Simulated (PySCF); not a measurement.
Compound: TiIMe3, C3H9ITi (singlet state).
Structure used (PBE0-D3(BJ)/def2-SVP), in Å, numbered top down from 1:
```
atom  x, y, z in Å
Ti1    0.0024    0.0018    0.5720
I2     0.0163    0.0212    3.1607
C3     1.8810   -0.0168   -0.2091
H4     2.4441    0.8526    0.1720
H5     1.8154    0.0357   -1.3097
H6     2.3959   -0.9457    0.0898
C7    -0.9383    1.6290   -0.2098
H8    -1.9923    1.6342    0.1172
H9    -0.8914    1.5852   -1.3117
H10   -0.4403    2.5465    0.1479
C11   -0.9489   -1.6282   -0.1909
H12   -2.0070   -1.6121    0.1220
H13   -0.4689   -2.5474    0.1854
H14   -0.8874   -1.5999   -1.2927
```

Computed with PySCF 2.14.0, PBE0-D3(BJ)/def2-SVP geometry optimisation, gas phase, def2 core potentials past Kr.

Task: Which atoms are bound to Ti1, and at what distances?

Result: 4 atoms: C3 2.035 Å, C11 2.036 Å, C7 2.036 Å, I2 2.589 Å. The nearest atom not counted as bound is H5, at 2.61 Å (others tie with it).

Task: List the angles at Ti1.

Result: 
```
     angle  degrees  distance of the outer atoms (Å)
I2–Ti1–C11    112.5                             3.86
 I2–Ti1–C7    112.4                             3.85
 I2–Ti1–C3    112.3                             3.85
 C3–Ti1–C7    106.7                             3.26
C3–Ti1–C11    106.3                             3.26
C7–Ti1–C11    106.3                             3.26
```

Task: What is the shape at Ti1?

Result: Tetrahedral: angles from 106.3° to 112.5°; τ4 = (360° − α − β)/141° = 0.96 with α and β the two widest (0 for a square, 1 for a tetrahedron).

Task: What are the other bond lengths?

Result: C3–H4 and 8 like bonds 1.104 Å.

Point group: near C3v, missed by 0.12 Å at most; the miss may be what the optimiser left on a soft mode. Charge 0, singlet. No PBE0-D3(BJ)/def2-SVP frequencies stand behind this structure, so it isn't proved a minimum.

Hardware: an AMD EPYC with one thread (shared host). Cost: 2.7 min wall, 0.57 GiB resident at most. This is the geometry optimisation.
